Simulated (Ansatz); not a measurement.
System: C2H9N2Si (charge 0, doublet). It need not be the lowest isomer of its formula. 
Coordinates optimised at B3LYP-D3(BJ)/def2-TZVP (Ansatz, a first-principles code):
```
Si
N 1 1.7215
H 2 1.0089 1 119.14
H 2 1.0092 3 109.93 1 -143.22
N 1 1.7631 2 112.27 3 -77.39
H 5 1.0239 1 113.54 2 168.46
C 1 1.8749 2 107.13 3 43.96
H 7 1.0918 1 111.12 2 177.75
H 7 1.0919 8 108.23 1 121.43
H 7 1.0924 8 107.65 9 116.44
C 1 1.8754 2 108.26 3 165.93
H 11 1.0914 1 111.61 2 -179.54
H 11 1.0918 12 107.80 1 122.25
H 11 1.0921 12 108.45 13 116.80
```
Charge 0, spin multiplicity 2.

Total electronic energies in hartree. Valence correlation only, unless marked. UHF or UKS for open shells. No spin-orbit coupling. Non-relativistic. Basis-set limits of correlation are two-point, X^-3; Hartree-Fock from the larger set.

```
level                                        program  energy (Eh)
------------------------------------  --------------  -----------
r2SCANh/def2-TZVPD                            Ansatz   -480.58381
r2SCAN0/def2-TZVPD                            Ansatz   -480.57086
LC-wPBE-D3(BJ)/def2-TZVPD             Ansatz + dftd3   (withheld)
MP2/cc-pV(T+d)Z                               Ansatz   -479.80232
MP2/cc-pVTZ                                   Ansatz   -479.79663
RI-MP2/cc-pV(T+d)Z                            Ansatz   -479.80202
SCS-MP2/cc-pV(D+d)Z                           Ansatz   -479.54628
CCSD(T)/cc-pV(Q+d)Z                           Ansatz   -479.96550
CCSD(T)/CBS(cc-pV(T+d)Z,cc-pV(Q+d)Z)          Ansatz    -480.0051
```

Problem. Some entries are withheld; supply them.

Solution. 
- LC-wPBE-D3(BJ)/def2-TZVPD, energy (Eh): -480.53493
